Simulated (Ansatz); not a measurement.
Ideal-gas functions of ClF2Ge (`[F][Ge]([F])[Cl]`) radical at 800 K and 1 bar, from an Ansatz frequency run at PBE0-D4/def2-TZVP.

Molar mass 146.06 g/mol, point group Cs (symmetry number 1), electronic degeneracy 2, moments of inertia 86.422, 175.63, 230.577 u Å². Harmonic wavenumbers (cm⁻¹, unscaled): 159, 199, 240, 423, 704, 717.

Use S(trans) = R[1.5 ln M + 2.5 ln T − 1.1517]; rotational temperatures θ = 24.2544 K / I; S(rot) = R[ln(√π/σ · √(T³/θAθBθC)) + 1.5]; for each mode x = 1.438777 ν̃/T, S = R[x/(eˣ − 1) − ln(1 − e⁻ˣ)] and H = RT x/(eˣ − 1); 1 cm⁻¹ = 0.0119627 kJ/mol; R = 8.31446 J/(mol·K).

By hand: the entropy, in J/(mol·K).

Translation 191.5. Rotation: θ = 0.2807, 0.1381, 0.1052 K, giving 123.5. Vibration, mode by mode: 18.75, 16.90, 15.36, 10.79, 6.89, 6.75, in all 75.4. Electronic 5.8. Sum 396.2 J/(mol·K).

By hand: H − E and G − E in kJ/mol, counted from the electronic energy.

Zero-point energy ½ × 2442 × 0.0119627 = 14.6; thermal vibration 27.6; translation, rotation and pV give 4 RT = 26.6. H − E = 68.8 kJ/mol, and G − E = 68.8 − 800 × 396.2/1000 = -248.2 kJ/mol.

Vibration gives 19 % of the entropy.
